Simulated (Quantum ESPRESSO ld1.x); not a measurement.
Question: The aim is neutral samarium in [Xe] 4f6 6s2. This ld1.x (Quantum ESPRESSO 7.5) run was made with `OMP_NUM_THREADS=1 ld1.x < ld1.in > ld1.out`. Can the result be used? Name any fault.

```
 &input
    zed=62.0,
    iswitch=1,
    rel=1,
    dft='PBESOL',
    config='[Xe] 4f6 6s2',
    verbosity='high',
    atom='Sm',
    prefix='ld1',
    max_out_wfc=37,
    file_charge='ld1.rho',
 /
```

Output (excerpt):

```
     Program LD1 v.7.5 starts

     --------------------------- All-electron run ----------------------------

     scalar relativistic calculation

     atomic number is 62.00
     dft =PBESOL   lsd =0 sic =0 latt =0  beta=0.20 tr2=1.0E-14
     Exchange-correlation= PBESOL
                           (   1   4  10   8   0   0   0)
     mesh =2093 r(mesh) = 100.37023 a.u. xmin = -8.00 dx = 0.00800
     1 Ry =  13.60569312 eV, c = 137.03599908

     n l     nl                  e(Ry)          e(Ha)          e(eV)
     1 0     1S 1( 2.00)   -3429.461295333   -1714.730647667 -46660.1979615
     2 0     2S 1( 2.00)    -560.428959465    -280.214479732  -7625.0244397
     2 1     2P 1( 6.00)    -499.970941163    -249.985470581  -6802.4511959
     3 0     3S 1( 2.00)    -122.771016181     -61.385508091  -1670.3847706
     3 1     3P 1( 6.00)    -103.874646980     -51.937323490  -1413.2865701
     4 0     4S 1( 2.00)     -24.377584529     -12.188792265   -331.6739342
     4 1     4P 1( 6.00)     -18.167470210      -9.083735105   -247.1810245
     3 2     3D 1(10.00)     -78.284863389     -39.142431694  -1065.1198274
     5 0     5S 1( 2.00)      -3.182440367      -1.591220184    -43.2993070
     5 1     5P 1( 6.00)      -1.708513092      -0.854256546    -23.2455048
     4 2     4D 1(10.00)      -9.458413431      -4.729206715   -128.6882706
     4 3     4F 1( 6.00)      -0.184356798      -0.092178399     -2.5083020
     6 0     6S 1( 2.00)      -0.264639994      -0.132319997     -3.6006106

     final scf error:  5.3E-15 reached in  37 iterations

     Etot =  -20847.072005 Ry,  -10423.536002 Ha, -283638.864210 eV

     Ekin =   22284.235978 Ry,   11142.117989 Ha,  303192.476193 eV
     Encl =  -50759.773736 Ry,  -25379.886868 Ha, -690621.904441 eV
     Eh   =    8091.572146 Ry,    4045.786073 Ha,  110091.447496 eV
     Exc  =    -463.106392 Ry,    -231.553196 Ha,   -6300.883458 eV
```

Answer: Yes, it can be used (harmless). The line at issue: atom='Sm'. atom and zed name the same element, and the result equals that of the sound run.
